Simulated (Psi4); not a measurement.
C3H5 (SMILES [CH-]1CC1), charge -1, singlet, geometry from GFN2-xTB (a gas-phase anion, which may not be bound at this level); B3LYP/def2-SVP (Psi4).

Psi4 was given this input:
```
memory 2 GB

molecule {
-1 1
C    -0.01075075    0.96016996    0.09341244
C     0.75577748   -0.34450835    0.02662440
C    -0.74825136   -0.36088374    0.02184688
H    -0.01259673    1.43179750   -0.94199642
H     1.25539163   -0.74361368   -0.87634220
H     1.26166067   -0.70938769    0.92963389
H    -1.25179611   -0.73675342    0.92164993
H    -1.23331166   -0.77070990   -0.88424753
}

set {
  basis def2-svp
}

energy('b3lyp')
print_variables()
```

What the program printed (banner, timings and long lists left out):

```
   => Loading Basis Set <=

    Name: DEF2-SVP
    Role: ORBITAL
    Keyword: BASIS

         ---------------------------------------------------------
                                   SCF
               by Justin Turney, Rob Parrish, Andy Simmonett
                          and Daniel G. A. Smith
                              RKS Reference
         ---------------------------------------------------------

  ==> Geometry <==

    Molecular point group: c1
    Full point group: C1

    Geometry (in Angstrom), charge = -1, multiplicity = 1:

       Center              X                  Y                   Z               Mass
    ------------   -----------------  -----------------  -----------------  -----------------
         C           -0.010282992396     0.923212413415     0.072831084074    12.000000000000
         C            0.756245237604    -0.381465896585     0.006043044074    12.000000000000
         C           -0.747783602396    -0.397841286585     0.001265524074    12.000000000000
         H           -0.012128972396     1.394839953415    -0.962577775926     1.007825032230
         H            1.255859387604    -0.780571226585    -0.896923555926     1.007825032230
         H            1.262128427604    -0.746345236585     0.909052534074     1.007825032230
         H           -1.251328352396    -0.773710966585     0.901068574074     1.007825032230
         H           -1.232843902396    -0.807667446585    -0.904828885926     1.007825032230

  Running in c1 symmetry.

  Rotational constants: A =      0.74740  B =      0.69819  C =      0.44165 [cm^-1]
  Rotational constants: A =  22406.59902  B =  20931.19396  C =  13240.38959 [MHz]
  Nuclear repulsion =   68.406227951512932

  Charge       = -1
  Multiplicity = 1
  Electrons    = 24
  Nalpha       = 12
  Nbeta        = 12

  ==> Algorithm <==

  SCF Algorithm Type is DF.
  DIIS enabled.
  MOM disabled.
  Fractional occupation disabled.
  Guess Type is SAD.
  Energy threshold   = 1.00e-06
  Density threshold  = 1.00e-06
  Integral threshold = 1.00e-12

  ==> Primary Basis <==

  Basis Set: DEF2-SVP
    Blend: DEF2-SVP
    Number of shells: 33
    Number of basis functions: 67
    Number of Cartesian functions: 70
    Spherical Harmonics?: true
    Max angular momentum: 2

  ==> DFT Potential <==

   => LibXC <=

    Version 7.1.2
    S. Lehtola, C. Steigemann, M. J. T. Oliveira, and M. A. L. Marques,  SoftwareX 7, 1–5 (2018) (10.1016/j.softx.2017.11.002)

   => Composite Functional: B3LYP <=

    B3LYP Hyb-GGA Exchange-Correlation Functional

    P. J. Stephens, F. J. Devlin, C. F. Chabalowski, and M. J. Frisch,  J. Phys. Chem. 98, 11623 (1994) (10.1021/j100096a001)

    Deriv               =              1
    GGA                 =           TRUE
    Meta                =          FALSE

    Exchange Hybrid     =           TRUE
    MP2 Hybrid          =          FALSE

   => Exchange Functionals <=

    0.0800   Slater exchange
    0.7200         Becke 88

   => Exact (HF) Exchange <=

    0.2000               HF

   => Correlation Functionals <=

    0.1900   Vosko, Wilk & Nusair (VWN5_RPA)
    0.8100   Lee, Yang & Parr

   => LibXC Density Thresholds  <==

    XC_HYB_GGA_XC_B3LYP:  1.00E-15

   => Molecular Quadrature <=

    Radial Scheme          =       TREUTLER
    Pruning Scheme         =           NONE
    Nuclear Scheme         =       TREUTLER

    Blocking Scheme        =         OCTREE
    BS radius alpha        =              1
    Pruning alpha          =              1
    Radial Points          =             75
    Spherical Points       =            302
    Total Points           =         172333
    Total Blocks           =           1342
    Max Points             =            256
    Max Functions          =             67
    Weights Tolerance      =       1.00E-15

   => Loading Basis Set <=

    Name: (DEF2-SVP AUX)
    Role: JKFIT
    Keyword: DF_BASIS_SCF

  ==> Integral Setup <==

  SCF_SUBTYPE=INCORE selected. In-core MEM_DF algorithm will be used.
  Using in-core AOs.

  ==> MemDFJK: Density-Fitted J/K Matrices <==

    J tasked:                   Yes
    K tasked:                   Yes
    wK tasked:                   No
    Algorithm:                 Core
    Schwarz Cutoff:           1E-12
    Mask sparsity (%):       0.0000
    Fitting Condition:        1E-10

   => Auxiliary Basis Set <=

  Basis Set: (DEF2-SVP AUX)
    Blend: DEF2-UNIVERSAL-JKFIT
    Number of shells: 105
    Number of basis functions: 315
    Number of Cartesian functions: 367
    Spherical Harmonics?: true
    Max angular momentum: 4

  Minimum eigenvalue in the overlap matrix is 3.4017790372E-03.
  Reciprocal condition number of the overlap matrix is 5.6638071089E-04.
    Using symmetric orthogonalization.

  ==> Pre-Iterations <==

  SCF Guess: Superposition of Atomic Densities via on-the-fly atomic UHF (no occupation information).

   -------------------------
    Irrep   Nso     Nmo
   -------------------------
     A         67      67
   -------------------------
    Total      67      67
   -------------------------

  ==> Iterations <==

                           Total Energy        Delta E     RMS |[F,P]|

   @DF-RKS iter SAD:  -116.74002853147218   -1.16740e+02   0.00000e+00
   @DF-RKS iter   1:  -116.61753144976353    1.22497e-01   1.35013e-02 ADIIS/DIIS
   @DF-RKS iter   2:  -115.32145486846896    1.29608e+00   2.29382e-02 ADIIS/DIIS
   @DF-RKS iter   3:  -117.07447739103037   -1.75302e+00   4.13932e-03 ADIIS/DIIS
   @DF-RKS iter   4:  -117.10987172363041   -3.53943e-02   2.13543e-03 ADIIS/DIIS
   @DF-RKS iter   5:  -117.12050716123387   -1.06354e-02   2.21997e-04 ADIIS/DIIS
   @DF-RKS iter   6:  -117.12063058315249   -1.23422e-04   3.75577e-05 DIIS
   @DF-RKS iter   7:  -117.12063426355806   -3.68041e-06   8.94144e-06 DIIS
   @DF-RKS iter   8:  -117.12063451679322   -2.53235e-07   1.92256e-06 DIIS
   @DF-RKS iter   9:  -117.12063453378090   -1.69877e-08   3.74732e-07 DIIS
  Energy and wave function converged.

  ==> Post-Iterations <==

   Electrons on quadrature grid:
      Ntotal   =   23.9999657359 ; deviation = -3.426e-05

    Orbital Energies [Eh]
    ---------------------

    Doubly Occupied:

       1A     -9.954343     2A     -9.954253     3A     -9.886262
       4A     -0.582679     5A     -0.356202     6A     -0.315865
       7A     -0.238357     8A     -0.178423     9A     -0.129894
      10A     -0.049622    11A     -0.037247    12A      0.086432

    Virtual:

      13A      0.256998    14A      0.282297    15A      0.294461
      16A      0.341053    17A      0.361808    18A      0.387888
      19A      0.487848    20A      0.490086    21A      0.613230
      22A      0.667259    23A      0.728240    24A      0.730346
      25A      0.747050    26A      0.807556    27A      0.811188
      28A      0.840475    29A      0.869040    30A      0.876413
      31A      0.879340    32A      0.887051    33A      0.905941
      34A      0.909024    35A      0.938780    36A      1.079829
      37A      1.092468    38A      1.478141    39A      1.543735
      40A      1.659246    41A      1.691754    42A      1.738779
      43A      1.835699    44A      1.856171    45A      1.913425
      46A      1.945780    47A      1.965593    48A      2.003699
      49A      2.024004    50A      2.152889    51A      2.164431
      52A      2.234055    53A      2.302564    54A      2.387350
      55A      2.405114    56A      2.427542    57A      2.518552
      58A      2.594713    59A      2.746369    60A      2.761979
      61A      2.868639    62A      2.897501    63A      3.033457
      64A      3.106626    65A      3.152320    66A      3.218883
      67A      3.313474

    Final Occupation by Irrep:
              A
    DOCC [    12 ]
    NA   [    12 ]
    NB   [    12 ]

  @DF-RKS Final Energy:  -117.12063453378090

   => Energetics <=

    Nuclear Repulsion Energy =             68.4062279515129319
    One-Electron Energy =                -297.2030440993206639
    Two-Electron Energy =                 126.4978370333453341
    DFT Exchange-Correlation Energy =     -14.8216554193185051
    Empirical Dispersion Energy =           0.0000000000000000
    VV10 Nonlocal Energy =                  0.0000000000000000
    Total Energy =                       -117.1206345337809012

Computation Completed

Properties will be evaluated at   0.000000,   0.000000,   0.000000 [a0]

Properties computed using the SCF density matrix

 Multipole Moments:

 ------------------------------------------------------------------------------------
     Multipole            Electronic (a.u.)      Nuclear  (a.u.)        Total (a.u.)
 ------------------------------------------------------------------------------------

 L = 1.  Multiply by 2.5417464519 to convert [e a0] to [Debye]
 Dipole X            :         -0.0070234            0.0203305            0.0133072
 Dipole Y            :          0.5028068           -1.6063117           -1.1035049
 Dipole Z            :          0.4876315           -0.8945419           -0.4069104
 Magnitude           :                                                    1.1762127

 ------------------------------------------------------------------------------------

  Variable Map:
  ----------------------------------------------------------------------------
  "CURRENT ENERGY"              =>    -117.120634533781
  "CURRENT REFERENCE ENERGY"    =>    -117.120634533781
  "DD SOLVATION ENERGY"         =>       0.000000000000
  "DFT FUNCTIONAL TOTAL ENERGY" =>    -117.120634533781
  "DFT TOTAL ENERGY"            =>    -117.120634533781
  "DFT VV10 ENERGY"             =>       0.000000000000
  "DFT XC ENERGY"               =>     -14.821655419319
  "GRID ELECTRONS ALPHA"        =>      11.999982867970
  "GRID ELECTRONS BETA"         =>      11.999982867970
  "GRID ELECTRONS TOTAL"        =>      23.999965735940
  "NUCLEAR REPULSION ENERGY"    =>      68.406227951513
  "ONE-ELECTRON ENERGY"         =>    -297.203044099321
  "PCM POLARIZATION ENERGY"     =>       0.000000000000
  "PE ENERGY"                   =>       0.000000000000
  "SCF ITERATION ENERGY"        =>    -117.120634533781
  "SCF ITERATIONS"              =>       9.000000000000
  "SCF TOTAL ENERGY"            =>    -117.120634533781
  "TWO-ELECTRON ENERGY"         =>     126.497837033345
  "XC GRID RADIAL POINTS"       =>      75.000000000000
  "XC GRID SPHERICAL POINTS"    =>     302.000000000000
  "XC GRID TOTAL POINTS"        =>  172333.000000000000

  Array Variable Map:
  ----------------------------------------------------------------------------
  "CURRENT DIPOLE"              =>       0.013307157489 ... -0.406910396841 1 by 3
  "SCF DIPOLE"                  =>       0.013307157489 ... -0.406910396841 1 by 3
  "SCF TOTAL ENERGIES"          =>    -116.740028531472 ... -117.120634533781 1 by 10
```
